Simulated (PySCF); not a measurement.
H₄OSSi, SMILES O[SiH2]S. Atoms are numbered in the order given.

```xyz
7

Si    -0.7342    -0.1046     0.2487
O     -0.8255     1.5113     0.5464
S      1.1437    -0.6925    -0.5624
H     -0.9850    -0.7435     1.5539
H     -1.7054    -0.5486    -0.7774
H     -0.5710     2.1055    -0.1630
H      1.8445    -0.3599     0.5309
```

Geometry optimised at ωB97X-D3(BJ)/def2-TZVP. One conformer was computed; it need not be the lowest.

Computed with PBE0/pcSseg-2 (PySCF).

GIAO shieldings, no solvent; atoms alike by connectivity are averaged. δ = σ(ref) − σ: ²⁹Si against TMS (σ = 341.9 ppm); ¹⁷O against H2O (σ = 327.8 ppm); ³³S against H2S (σ = 711.3 ppm); ¹H against TMS (σ = 31.54 ppm), references at their B3LYP-D3(BJ)/def2-TZVP geometries, non-relativistic.

```csv
atoms,nucleus,count,δ (ppm)
Si1,²⁹Si,1,?
O2,¹⁷O,1,?
S3,³³S,1,38.8
"H4, H5",¹H,2,5.52
H6,¹H,1,1.31
H7,¹H,1,?
```

Q: What belongs in the gaps? (Estimate from the structure and the level; the computed values follow.)

A: 
- O2, δ (ppm): 54.6
- Si1, δ (ppm): -16.7
- H7, δ (ppm): 1.15
